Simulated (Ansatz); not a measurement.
H6SSiSn, SMILES `S[SiH2][SnH3]`. Charge 0, multiplicity 1. Sn takes the def2 core potential. The structure was optimised at the PBE0-D4/def2-TZVP level. It is one conformer, not always the lowest.

```xyz
9

S    -1.057    1.786   -1.434
Si    0.518    0.402   -0.983
Sn    0.127   -0.730    1.283
H    -2.048    0.892   -1.275
H     0.671   -0.615   -2.059
H     1.742    1.244   -0.956
H    -1.439   -1.417    1.301
H     1.260   -1.974    1.577
H     0.227    0.412    2.545
```

Q: What is the dipole moment at ωB97M-V/def2-TZVPP? (Best estimate.)

A: Ansatz gave: 0.81 D, with components (0.03, -0.81, 0.08) D in this frame, pointing from negative to positive charge.

Q: And with PBE, r2SCAN, B3LYP? (Estimate.)

A: Computed: PBE 0.74 D, r2SCAN 0.80 D, B3LYP 0.78 D.

Q: Give the Mulliken charges with ωB97M-V, B3LYP, PBE in def2-TZVPP. (An estimate is asked.)

A: Computed: 
```csv
atom,ωB97M-V,B3LYP,PBE
S1,-0.24,-0.26,-0.24
Si2,0.11,0.17,0.11
Sn3,0.29,0.45,0.41
H4,0.12,0.11,0.12
H5,-0.02,-0.05,-0.04
H6,-0.01,-0.05,-0.04
H7,-0.09,-0.13,-0.11
H8,-0.09,-0.12,-0.11
H9,-0.08,-0.12,-0.10
```

B3LYP here is the variant with VWN-RPA as its local correlation; programs differ in this.
